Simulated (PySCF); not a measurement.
Computed shifts of a molecule C₂H₅BO₃, HF/pcSseg-1 in PySCF, GIAO, gas phase, equivalent atoms averaged, in ppm (number of nuclei): ¹³C: 192.0 (1), 4.8 (1). ¹H: 7.71 (1), 6.90 (1), 1.17 (3). References: ¹³C against TMS (σ = 192.6 ppm); ¹¹B against BF3 (σ = 102.7 ppm); ¹⁷O against H2O (σ = 333.0 ppm); ¹H against TMS (σ = 31.99 ppm), references at their B3LYP-D3(BJ)/def2-TZVP geometries, non-relativistic. Coordinates come from a B3LYP-D3(BJ)/def2-SVP optimisation. Other conformers were not sampled.

Question: Which molecule gave these data?
A. COB(O)C=O
B. OB1OCCO1
C. CB(O)C(=O)O
D. O=CCB(O)O

Answer: C, CB(O)C(=O)O
